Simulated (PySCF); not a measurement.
This PySCF input asks for the NMR shieldings of SMILES C([SiH2]OC(C)=S)O[SiH3], C3H10O2SSi2; the geometry comes from GFN2-xTB.

```python
import basis_set_exchange as bse
import numpy as np
from pyscf import gto, dft
from pyscf.prop import nmr

atoms = """
C    -3.688609    0.652826    0.846937
C    -2.735938   -0.110869   -0.011635
S    -3.224456   -1.145978   -1.164884
O    -1.460977    0.109007    0.227135
Si   -0.197103   -0.620961   -0.566973
C     1.319156    0.140455    0.273841
O     2.404925   -0.480853   -0.373636
Si    3.966111   -0.044771   -0.382469
H    -4.336853    1.266047    0.222876
H    -3.145634    1.284059    1.545986
H    -4.325816   -0.040009    1.394496
H    -0.239894   -0.266622   -1.981919
H    -0.248265   -2.061735   -0.345469
H     1.375352   -0.066638    1.346837
H     1.382281    1.225680    0.154956
H     4.487621   -1.096733   -1.236455
H     4.123165    1.306725   -0.930839
H     4.536176   -0.043311    0.969559
"""
names = dict.fromkeys(["C", "S", "O", "Si", "H"], "pcSseg-1")
basis = {el: gto.basis.parse(bse.get_basis(n, elements=[el], fmt="nwchem")) for el, n in names.items()}
mol = gto.M(atom=atoms, basis=basis, charge=0, verbose=0)
mf = dft.RKS(mol, xc="PBE0")
mf.grids.level = 2
mf.grids.alignment = dft.numint.BLKSIZE   # the property module wants whole blocks of grid points
mf.conv_tol = 1e-9
mf.kernel()

calc = nmr.RKS(mf)   # GIAO
C = mf.mo_coeff
Co = C[:, mf.mo_occ > 0]
resp = mf.gen_response(singlet=True, hermi=2)
def vind(x):   # induced exchange potential for any number of trial vectors
    d = np.einsum("pi,xij,qj->xpq", C, 2 * x.reshape(-1, C.shape[1], Co.shape[1]), Co, optimize=True)
    return np.einsum("xpq,pi,qj->xij", resp(d - d.transpose(0, 2, 1)), C, Co, optimize=True).ravel()
mo1, _ = nmr.rhf.solve_mo1(calc, with_cphf=vind)
sigma = calc.kernel(mo1)
for i, s in enumerate(sigma):   # ppm
    w = np.linalg.eigvalsh((s + s.T) / 2)
    print("%2d %-2s iso %8.1f  s11 %8.1f  s22 %8.1f  s33 %8.1f" % (i, mol.atom_pure_symbol(i), w.mean(), *w))
```

**Question.** What are the results?

**Answer.** 
```
 0 C  iso    151.2  s11    130.1  s22    130.7  s33    192.8
 1 C  iso    -46.3  s11   -229.6  s22      0.2  s33     90.5
 2 S  iso     45.0  s11   -350.6  s22    -95.9  s33    581.5
 3 O  iso     54.9  s11   -142.6  s22     99.3  s33    208.0
 4 Si iso    386.4  s11    365.8  s22    384.6  s33    408.8
 5 C  iso    131.9  s11     98.6  s22    105.9  s33    191.1
 6 O  iso    365.7  s11    313.9  s22    370.3  s33    412.8
 7 Si iso    380.1  s11    331.6  s22    336.3  s33    472.3
 8 H  iso     28.7  s11     25.4  s22     27.7  s33     33.0
 9 H  iso     29.4  s11     24.8  s22     29.3  s33     34.1
10 H  iso     28.7  s11     25.4  s22     27.7  s33     33.0
11 H  iso     26.7  s11     22.6  s22     26.8  s33     30.7
12 H  iso     26.7  s11     22.6  s22     26.7  s33     30.7
13 H  iso     27.7  s11     23.2  s22     27.3  s33     32.7
14 H  iso     28.0  s11     23.5  s22     27.7  s33     32.8
15 H  iso     26.9  s11     23.0  s22     25.3  s33     32.4
16 H  iso     26.8  s11     23.6  s22     25.3  s33     31.7
17 H  iso     26.8  s11     23.6  s22     25.0  s33     31.8
```

These numbers come from an equivalent density-fitted implementation of the same equations, which agrees with the script to about 0.01 ppm for H and up to a few tenths of a ppm for heavy atoms, so last digits may differ.

**Question.** Turn these shieldings into chemical shifts. Shifts are taken against calculated references (same method and geometry level): ¹³C (186.93 ppm) and ²⁹Si (349.16 ppm) and ¹H (31.72 ppm) against TMS; ³³S (503.73 ppm) against CS2; ¹⁷O (336.08 ppm) vs H2O.

**Answer.** Averaging equivalent atoms: C 1: 233.2; C 5: 55.0; C 0: 35.7; S 2: 459; O 3: 281.2; O 6: -29.6; Si 7: -30.9; Si 4: -37.3; H 11/12: 5.05; H 15/16/17: 4.87; H 13/14: 3.86; H 8/9/10: 2.78 ppm. Unscaled 17O shifts of doubly bonded oxygen tend to come out too high, by tens of ppm or more. Experimental scales use liquid or dissolved standards, which lie at an offset from isolated H2O (liquid H2O: subtract about 36 ppm).

Size and cost of the density-fitted run: 207 basis functions, 38 s wall time on 1 thread of an Arm Neoverse V2, shared host; peak memory 0.86 GiB.
